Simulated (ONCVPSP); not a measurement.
## aluminium (Al) ONCV: all-electron and pseudo phase curves

- Element: Al
- Generator: ONCVPSP 4.0.1
- Type: optimised norm-conserving Vanderbilt (ONCV)
- Functional: PBE
- Relativity: scalar-relativistic
- Frozen core: [Ne]
- Valence charge: 3
- Reference configuration: 3s2 (charge +1)
- Partial waves: 3s: rc 1.65 bohr, ncon 4, nbas 7, qcut 4.5 1/bohr, 1 projector; p scattering state at 0.16 Ha: rc 1.60 bohr, ncon 3, nbas 6, qcut 4.8 1/bohr, 2 projectors, debl 1.1 Ha
- Local potential: polynomial inside 1.50 bohr (lpopt 5, dvloc0 1 Ha)
- Core correction: polynomial model core, fcfact 0.45

The phase is arctan(r·R′/R) of the radial function R(r), unwrapped; energies in Ha, scanned from -2 to 5 Ha. A pole is an energy at which the radial function vanishes at the test radius. The pseudo phase is shifted by a multiple of π to meet the all-electron one at the reference energy, and phase errors are pseudo minus all-electron; the curves can meet again beyond the range given. Levels narrower than the energy grid can be missing from the lists of poles.

For each channel, where are the poles, and over which energies does the pseudopotential scatter like the atom?

| channel | radius (bohr) | reference energy (Ha) | poles, all-electron | poles, pseudo | unbroken range about the reference energy with phases within 0.05 rad | phase error 1 Ha above the reference energy (rad) |
| --- | --- | --- | --- | --- | --- | --- |
| s | 1.68 | -0.54 | 2.70 | 0.95, 3.88 | below 0.2 | -0.075 |
| p | 1.62 | 0.16 | 3.40 | 3.14 | -1.9 to 3.5 | +0.000 |

Note: no bound ghost flagged; GHOST(+) flagged for s at 28.8 eV.

Phases in the p channel:

```tsv
E (Ha)	all-electron	pseudo
-1.98	1.172	1.116
-1.62	1.077	1.041
-1.26	0.955	0.931
-0.90	0.772	0.757
-0.54	0.476	0.469
-0.18	0.018	0.016
0.18	-0.495	-0.495
0.54	-0.870	-0.870
0.90	-1.098	-1.098
1.26	-1.241	-1.241
1.62	-1.337	-1.337
1.98	-1.406	-1.407
2.34	-1.459	-1.463
2.70	-1.502	-1.512
3.06	-1.539	-1.560
3.42	-1.573	-1.613
3.78	-1.605	-1.687
4.14	-1.636	-1.824
4.50	-1.670	-2.269
4.86	-1.708	-3.818
```
